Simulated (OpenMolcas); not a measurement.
# d8 ions of charge +2 down a group with 6 ammonia ligands in octahedral coordination

* Program: OpenMolcas
* Method: SS-CASPT2, IPEA 0.25 Eh, imaginary shift 0.1 Eh
* Spin-orbit coupling: state interaction with AMFI integrals over the reference wave functions

The d shell is active; CASPT2 correlates the ligand valence shells and the outer metal core. Anionic complexes are neutralised by point charges behind the ligands. Distances were set from a Shannon-type radius of the metal (high-spin where two are listed, low-spin for CN, NH3 and NCH) plus a fixed donor radius (NH3 1.42 Å). Ligand basis ANO-RCC-VDZP, DKH2 Hamiltonian. Energies in cm-1 above the lowest state or level, χT in cm3 K/mol. Spin-only χT is S(S+1) / 2 for the spin of the ground state.

| Ion | Shell | R (Å) | Metal basis | Ground state | First state of that spin | First gap with spin-orbit (degeneracies) | χT at 300 K | First state of another spin | Spin-only χT |
| --- | --- | --- | --- | --- | --- | --- | --- | --- | --- |
| Ni2+ | 3d8 | 2.11 | ANO-RCC-VTZP | 2S+1 = 3 | 11250 | 1 (2, 1) | 1.260 | 2S+1 = 1: 13070 | 1.000 |
| Pd2+ | 4d8 | 2.28 | ANO-RCC-VDZP | 2S+1 = 3 | 19650 | 0 (1, 2) | 1.262 | 2S+1 = 1: 8130 | 1.000 |
| Pt2+ | 5d8 | 2.22 | ANO-RCC-VTZP | 2S+1 = 3 | 28910 | 1 (1, 2) | 1.400 | 2S+1 = 1: 6810 | 1.000 |

The rows also differ in their metal basis, so part of each step comes from that.

Every ion keeps the highest spin of its shell. χT departs most from the spin-only value for Pt2+, by +0.400 cm3 K/mol.

Roots that are degenerate in the reference are averaged as groups; the widest CASPT2 spread within a group is 100 cm-1 (the 2-fold group of multiplicity 3 near 27300 cm-1 above the lowest state of its run, Pd2+). Shifts and gaps below about the spread of the groups concerned are not significant. Over all roots computed the reference weight is 0.68 to 0.69 in Ni2+, 0.67 to 0.69 in Pd2+, 0.66 to 0.68 in Pt2+; a low but even weight reflects the number of correlated electrons. Ligand-to-metal charge-transfer states are missing. A single d shell leaves out the double-shell effect, which counts most for late 3d ions, where the CASPT2 field can be off either way by tens of per cent (holds for Ni2+). For late 3d ions with one d shell CASPT2 can put B and the spin-flip bands somewhat low as well as high (holds for Ni2+). With one d shell and no ligand orbital active, 10Dq can be off by tens of per cent for divalent 3d ions, low with halides held by bare charges and at times high in hosts, and the orbital part of g and χT goes as 1/10Dq (holds for Ni2+). Free-ion shares, where given, are those of the reference states; single-state CASPT2 does not remix them (holds for Ni2+). Real 4d8 and 5d8 ions are as a rule square planar and diamagnetic (holds for Pd2+; Pt2+). The least metal-like active orbital is 84 % on the metal (Löwdin) and no ligand orbital is active, so the numbers are rough (holds for Pd2+). With no ligand orbital active B as a rule stays too high, so bands that hang on it stand too high and its fall with covalency is understated (holds for Pd2+; Pt2+). With one d shell and no ligand orbital active, 10Dq can be off by a tenth or more (holds for Pd2+; Pt2+). The least metal-like active orbital is 80 % on the metal (Löwdin) and no ligand orbital is active, so the numbers are rough (holds for Pt2+). No measured value stands beside these numbers; the geometry is a model, was not optimised and need not be the one that this ion takes.

A state without a sure symmetry label is named by its multiplicity alone.
